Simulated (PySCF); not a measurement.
Al(H)(NCO)2 (C2HAlN2O2), SMILES [N]([AlH][N]=C=O)=C=O.

Geometry optimised at PBE0-D3(BJ)/def2-SVP. The structure was generated by enumeration; whether it is a known compound was not checked. Other conformers were not sampled.

Two levels are set side by side: TDA-PBE/def2-SVPD (PySCF) and TDA-CAM-B3LYP/def2-SVPD (PySCF). Vertical, same geometry. The lowest singlet is HOMO→LUMO 100 % with PBE and HOMO→LUMO 91 % with the other functional; states are paired by order. Differences are taken from unrounded values.

```tsv
quantity	TDA-CAM-B3LYP	TDA-PBE	TDA-PBE minus TDA-CAM-B3LYP
lowest singlet excitation (eV)	6.00	4.98	-1.02
lowest triplet excitation (TDA) (eV)	5.85	4.90	-0.94
first bright state (f over 0.05) (eV)	6.56	5.55	-1.01
its oscillator strength	0.16	0.18	0.02
```

A lower first singlet is the usual sign of a functional without exact exchange. Differences between two approximate levels are no errors against the true value.

Rough cost on one machine, each run with all the roots and properties that it gave: TDA-CAM-B3LYP against TDA-PBE about 5 times.
